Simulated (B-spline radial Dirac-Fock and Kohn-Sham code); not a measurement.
Z = 70 (ytterbium), transition energy 500 keV. Model: a Dirac-Hartree-Slater potential of the neutral atom with a Latter tail (no hole, which puts coefficients of high multipoles low close above an edge), finite nucleus with surface currents. Program: a radial finite-basis atomic code. Subshells that would emit electrons below 1 keV are left out.

Question: A pure transition shows α(K) = 0.00514, L1/L2 = 11.5 and L1/L3 = 12.2. What is its multipolarity?
A. M3
B. E4
C. E3
D. M2
E. M4
F. M1
G. E2
H. E1

Answer: H. For comparison, α(K), L1/L2, L1/L3 are E2 0.0141, 2.22, 4.45; E3 0.0356, 0.807, 2.32; E4 0.0885, 0.442, 1.51; M1 0.0345, 13.5, 104; M2 0.105, 8.80, 30.4; M3 0.267, 6.05, 8.32; M4 0.663, 4.50, 3.62.

Values without a named source are computed, but for edge energies of neutral atoms, which are taken from tables.
